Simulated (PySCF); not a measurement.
## Ionisation energy of Cr¹⁶⁺ by level of theory

Cr¹⁶⁺ [He] 2s2 2p4 (3P) → Cr¹⁷⁺ [He] 2s2 2p3 (4S), as a difference of total energies. Calculation: PySCF 2.14, in an uncontracted even-tempered set (16 s from 2.4 bohr⁻², ratio 2.5; 10 p from 3.1 bohr⁻², ratio 2.5; 5 d from 18 bohr⁻², ratio 2.7; 5 f from 27 bohr⁻², ratio 2.7); the non-relativistic Hamiltonian (point nucleus). Correlated levels: nothing frozen; virtual orbitals above 40 to 60 times the deepest correlated orbital energy dropped. The calculations carry no spin-orbit coupling.

```csv
method,ionisation energy (eV)
UHF,1180.1
MP2 (all electrons),1181.5
SCS-MP2 (all electrons),1181.6
CCSD (all electrons),1181.5
CCSD(T) (all electrons),1181.5
```

A first-order spin-orbit estimate (lowest level to lowest level, LS coupling) adds 2.947 eV.

These non-relativistic numbers lack the scalar-relativistic shift.

For comparison: 1188 ± 2.1 eV (semi-empirical (NIST evaluation); NIST Atomic Spectra Database, ionization energies).
